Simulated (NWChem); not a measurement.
Species: CH3BeF; SMILES [CH3][Be][F]

Computed with NWChem. Medium grid unless said otherwise, to which SCAN and Minnesota functionals are sensitive. All runs use the structure optimised with PBE0-D3(BJ)/def2-TZVP. B3LYP is NWChem's, with the RPA form of VWN correlation.

Problem. Order these by “highest occupied level (eV)”, lowest first: B3LYP/def2-SVP; PBE/def2-SVP; PW6B95/def2-SVP; LRC-wPBEh/def2-SVP.

Solution. LRC-wPBEh/def2-SVP (-10.84), PW6B95/def2-SVP (-8.97), B3LYP/def2-SVP (-8.62), PBE/def2-SVP (-7.46)
